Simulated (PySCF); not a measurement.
## Atomic charges against the basis set

Compound: C2H7BN2.
Cartesian coordinates in Å at the PBE0-D3(BJ)/def2-SVP level; atoms count from 1:
```xyz
12
C2H7BN2 angstrom
C      1.9864    0.2713   -0.0688
C      0.8238    0.6191    0.4954
B     -0.5739   -0.0097    0.1243
N     -1.7417    0.7722    0.3074
N     -0.6337   -1.3281   -0.3906
H      2.9405    0.7396    0.1982
H      2.0356   -0.5016   -0.8457
H      0.8556    1.4201    1.2483
H     -1.6984    1.7398    0.5906
H     -2.6745    0.4618    0.0749
H      0.1747   -1.9319   -0.3963
H     -1.4869   -1.7877   -0.6748
```

PBE0 throughout (PySCF), one geometry, spherical d and f functions. Geometry: PBE0-D3(BJ)/def2-SVP; no solvent, vibrations or thermal averaging. Atoms taken as equivalent share a column and are averaged. The first 7 of 8 kinds of atom are listed.

Mulliken charges (e):

```
        basis  functions      C1      C2      B3   N4/N5      H6      H7      H8
       STO-3G         32  -0.173  -0.179  +0.357  -0.481  +0.069  +0.065  +0.059
        6-31G         59  -0.371  -0.278  +0.736  -0.883  +0.148  +0.143  +0.132
     pcSseg-0         59  -0.410  -0.625  +0.979  -0.887  +0.211  +0.196  +0.206
       6-31G*         84  -0.400  -0.229  +0.505  -0.830  +0.160  +0.153  +0.140
      cc-pVDZ        105  -0.078  -0.098  -0.068  -0.077  +0.036  +0.028  +0.001
     def2-SVP        105  -0.108  -0.078  -0.104  -0.152  +0.044  +0.037  +0.028
6-311+G(2d,p)        177  -0.328  -0.228  +0.750  -0.720  +0.117  +0.104  +0.094
  aug-cc-pVDZ        178  +0.547  +0.645  +0.708  -0.083  -0.395  -0.443  -0.558
    def2-TZVP        197  -0.260  -0.250  +0.356  -0.548  +0.122  +0.112  +0.096
     IGLO-III        245  -0.224  -0.290  +0.627  -0.562  +0.106  +0.086  +0.073
      cc-pVTZ        248  -0.268  -0.169  +0.125  -0.290  +0.115  +0.101  +0.096
```

IAO charges (e):

```tsv
basis	functions	C1	C2	B3	N4/N5	H6	H7	H8
STO-3G	32	-0.256	-0.253	+0.241	-0.476	+0.125	+0.116	+0.122
6-31G	59	-0.293	-0.261	+0.275	-0.591	+0.143	+0.134	+0.136
pcSseg-0	59	-0.280	-0.257	+0.237	-0.548	+0.138	+0.128	+0.132
6-31G*	84	-0.278	-0.262	+0.291	-0.589	+0.138	+0.128	+0.131
cc-pVDZ	105	-0.282	-0.262	+0.268	-0.580	+0.139	+0.129	+0.133
def2-SVP	105	-0.273	-0.258	+0.261	-0.569	+0.135	+0.125	+0.130
6-311+G(2d,p)	177	-0.290	-0.271	+0.285	-0.615	+0.146	+0.135	+0.140
aug-cc-pVDZ	178	-0.291	-0.270	+0.280	-0.613	+0.146	+0.135	+0.140
def2-TZVP	197	-0.289	-0.271	+0.287	-0.612	+0.145	+0.135	+0.139
IGLO-III	245	-0.291	-0.272	+0.286	-0.616	+0.147	+0.136	+0.141
cc-pVTZ	248	-0.290	-0.271	+0.285	-0.609	+0.145	+0.135	+0.139
```

Some averages cover members that differ in this geometry, most widely: N4/N5, Mulliken in aug-cc-pVDZ -0.101 to -0.064 e.

Question: Which scheme is steadiest as the basis changes?

Answer: Largest range over the bases for any column: IAO 0.14 e, Mulliken 1.27 e. IAO charges move least and Mulliken charges most, counted in e. Without the minimal STO-3G basis the ranges are IAO 0.07, Mulliken 1.27 e.

Question: How much do the charges still move between the two largest bases, IGLO-III and cc-pVTZ?

Answer: At most, over all atoms: Mulliken 0.502 e, IAO 0.007 e.

Question: What do the same runs give for the total energy, the frontier levels and the dipole moment?

Answer: 
```
        basis  energy (Eh)  HOMO (eV)  LUMO (eV)  μ (D)
       STO-3G    -211.8825      -3.97       3.43   1.59
        6-31G    -214.5337      -6.41       0.45   1.40
     pcSseg-0    -214.1138      -6.52       0.30   1.51
       6-31G*    -214.5703      -6.41       0.45   1.39
      cc-pVDZ    -214.5974      -6.52       0.24   1.44
     def2-SVP    -214.4325      -6.59       0.18   1.45
6-311+G(2d,p)    -214.6566      -6.92      -0.25   1.21
  aug-cc-pVDZ    -214.6204      -6.91      -0.28   1.19
    def2-TZVP    -214.6714      -6.87      -0.12   1.25
     IGLO-III    -214.6801      -6.91      -0.22   1.22
      cc-pVTZ    -214.6675      -6.80      -0.04   1.28
```

The dipole is fixed by the density alone, so its range of 0.40 D shows that the density itself changes with the basis, not only its division among atoms.
